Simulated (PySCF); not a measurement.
CH3AlF2, singlet, geometry from GFN2-xTB (such geometries of metal compounds can be far from the true shape). Base run: TPSS/6-31G** (PySCF).

The PySCF input:
```python
from pyscf import gto, scf, dft

mol = gto.Mole()
mol.atom = '''
    Al    0.05180306    0.04011766    0.00222470
    C    -1.50805595   -1.16573156   -0.06233932
    H    -1.30669362   -2.03874718   -0.68318980
    H    -2.37664668   -0.64890162   -0.46820696
    H    -1.76055472   -1.53755322    0.93063349
    F     0.01100760    1.60162551   -0.52911869
    F     1.52441362   -0.41295198    0.59199405
'''
mol.basis = '6-31g**'
mol.verbose = 4
mol.build()

mf = dft.RKS(mol)
mf.xc = 'tpss'
mf.kernel()
mf.analyze()
```

Variants of this job, named by their change:

```json
[
 {"change": "base", "ΔE vs base (µEh)": "0.0", "fitting functions": "-", "dipole (D)": "2.16"},
 {"change": "auxbasis = cc-pvtz-ri", "ΔE vs base (µEh)": "___", "fitting functions": "___", "dipole (D)": "2.16"},
 {"change": "auxbasis = def2-universal-jfit", "ΔE vs base (µEh)": "-189", "fitting functions": "231", "dipole (D)": "2.16"},
 {"change": "auxbasis = even-tempered beta=3.0", "ΔE vs base (µEh)": "___", "fitting functions": "___", "dipole (D)": "2.17"},
 {"change": "auxbasis = even-tempered beta=2.0", "ΔE vs base (µEh)": "-143", "fitting functions": "631", "dipole (D)": "2.17"},
 {"change": "auxbasis = cc-pvdz-jkfit", "ΔE vs base (µEh)": "-73.2", "fitting functions": "391", "dipole (D)": "2.16"},
 {"change": "auxbasis = autoaux", "ΔE vs base (µEh)": "-108", "fitting functions": "585", "dipole (D)": "2.16"},
 {"change": "auxbasis = cc-pvqz-jkfit", "ΔE vs base (µEh)": "-38.7", "fitting functions": "619", "dipole (D)": "2.16"},
 {"change": "auxbasis = default (with mf = mf.density_fit())", "ΔE vs base (µEh)": "-73.2", "fitting functions": "391", "dipole (D)": "2.16"},
 {"change": "auxbasis = def2-tzvp-ri", "ΔE vs base (µEh)": "___", "fitting functions": "___", "dipole (D)": "2.17"}
]
```

Complete the blanks.


- auxbasis = cc-pvtz-ri, ΔE vs base (µEh): -4795
- auxbasis = cc-pvtz-ri, fitting functions: 455
- auxbasis = even-tempered beta=3.0, ΔE vs base (µEh): -959
- auxbasis = even-tempered beta=3.0, fitting functions: 415
- auxbasis = def2-tzvp-ri, ΔE vs base (µEh): -5223
- auxbasis = def2-tzvp-ri, fitting functions: 386

A fitting set is made for a task (jfit for Coulomb, jkfit for Coulomb and exchange, ri for correlation) and for a family of orbital bases.
